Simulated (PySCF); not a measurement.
**LiZn: energy against distance**

Set-up: Li aug-pcseg-1, Zn aug-pcseg-1; no relativity (PySCF 2.14). Energies in eV from Li + Zn in their ground configurations at the same level. State: ²Σ⁺ (doublet), unpaired electrons σ ↑.

```csv
R (Å),PBEsol
2.528,-0.2094
2.646,-0.2519
2.764,-0.2711
2.852,-0.2748
2.940,-0.2721
3.028,-0.2647
3.146,-0.2500
3.293,-0.2272
3.469,-0.1972
3.704,-0.1581
```

Put a parabola through the three lowest points of the PBEsol curve and estimate Re, k and ωe (reduced mass 6.322 u; 1 eV/Å² = 0.16022 mdyn/Å; ωe = 1302.8·√(k/μ) cm⁻¹).

Through R = 2.764, 2.852, 2.94 Å the second-order coefficient is 0.413 eV/Å², so Re ≈ 2.859 Å, k ≈ 0.132 mdyn/Å and ωe ≈ 189 cm⁻¹. A polynomial fit of higher order to the unrounded PBEsol energies gives Re = 2.854 Å, k = 0.131 mdyn/Å, ωe = 188 cm⁻¹; anharmonicity and rounding make the difference.

The higher-order fit for each curve: PBEsol: Re = 2.854 Å, ωe = 188 cm⁻¹, De = 0.275 eV.

The bond is weak. Basis-set superposition, not corrected here, can be much of De in a small basis, most of all at correlated wavefunction levels. Functionals without a dispersion term scatter widely for such bonds, and LDA overbinds them. The state is the lowest determinant that a PBE0 search found; another state may lie lower at other levels.
